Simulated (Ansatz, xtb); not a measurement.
**C5H5FO: which of two isomers lies lower**

Structure a: `C#C[C@@H]1CO[C@@H]1F`, a singlet. Structure b: `C#C[C@@H]1CO[C@H]1F`, a singlet. Both are isolated molecules in the gas phase, relaxed with r2SCAN-D4/def2-SVP.

Energies in hartree; the thermal terms are from GFN2-xTB frequencies at re-optimised GFN2-xTB minima (ideal gas, soft modes damped towards free rotors, one conformer each, 298.15 K, 1 atm) and include the zero-point energy:

```
                              a           b
E, CCSD(T)/def2-SVP  −367.254727  −367.254943
    E, MP2/def2-SVP  −367.176462  −367.176628
  E, MP2/def2-TZVPP  −367.862466  −367.863476
  zero-point energy     0.085708     0.085678
       H(298 K) − E     0.093345     0.093318
       G(298 K) − E     0.054763     0.054711
```

Question: Correct the CCSD(T) difference for the basis set by the MP2 change, then work out ΔE, ΔE₀, ΔH and ΔG for a → b in kcal/mol (1 Eh = 627.51 kcal/mol) and the equilibrium ratio [b]/[a].

Answer: 1. Differences b − a: CCSD(T) −0.000216, MP2 in the small set −0.000166, MP2 in the large set −0.001010 Eh.
2. ΔE = −0.000216 + (−0.001010 − (−0.000166)) = −0.001060 Eh = −0.67 kcal/mol.
3. ΔE₀ = ΔE + ΔZPE = −0.001060 + (−0.000030) Eh = −0.68 kcal/mol.
4. ΔH = ΔE + (−0.000027) Eh = −0.68 kcal/mol.
5. ΔG = ΔE + (−0.000052) Eh = −0.70 kcal/mol, so ΔS = (ΔH − ΔG)/T = +0.2 J/(mol K).
6. kT = 0.9442 mEh, so K = [b]/[a] = exp(−ΔG/kT) = exp(+1.18) ≈ 3.2.

The two are too close for this level to say which is favoured. An error of 1 kcal/mol in ΔG would change K by a factor of 5.4. Mirror images and further conformers aren't counted.

As drawn, both hold the same kinds of bond in the same numbers.

Other levels gave ΔE = −1.5 (GFN2-xTB); −0.5 (HF/STO-3G, GFN2-xTB geometries); −0.4 (r2SCAN-D4/def2-SVP//GFN2-xTB); −0.3 (r2SCAN-D4/def2-SVP); −0.8 (HF/def2-SVP); −0.1 (MP2/def2-SVP); −0.1 (CCSD(T)/def2-SVP) kcal/mol. The correlated steps freeze 7 core orbitals. Programs: Ansatz 0.2.0, xtb 6.7.1.
